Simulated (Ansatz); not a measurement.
`[O+]#[C][Co-4]([SiH3])([C]#[O+])([C]#[O+])[C]#[O+]` at its PBE0-D4/def2-TZVP geometry, where that method's forces vanish. The species carries charge 0 and has multiplicity 1.

```xyz
13

O     2.7218   -0.1684    0.9880
C     1.6640   -0.3403    0.6088
Co    0.0107   -0.6178    0.0163
Si   -0.0304    1.7103   -0.0453
C    -0.3024   -0.4367   -1.7246
O    -0.5021   -0.3263   -2.8382
C    -1.3411   -0.3790    1.1463
O    -2.2057   -0.2314    1.8694
C     0.0424   -2.3988    0.0635
O     0.0626   -3.5312    0.0937
H     1.0185    2.2349   -0.9594
H     0.2099    2.2806    1.3066
H    -1.3481    2.2042   -0.5253
```

(1) What forces (eV/Å) does PBE-D4/def2-TZVPP give on these atoms in the Gaussian-basis code of Ansatz? (An estimate is asked.)

Results:

(1) The calculation gave: 
```
O1   1.737  0.269  0.623
C2  -1.517 -0.213 -0.545
Co3  0.002 -0.083  0.002
Si4 -0.002  0.042 -0.001
C5   0.286 -0.125  1.596
O6  -0.328  0.168 -1.828
C7   1.240 -0.178 -1.038
O8  -1.419  0.228  1.187
C9  -0.031  1.699 -0.045
O10  0.035 -1.943  0.052
H11  0.106  0.045 -0.091
H12  0.025  0.049  0.136
H13 -0.132  0.042 -0.049
```
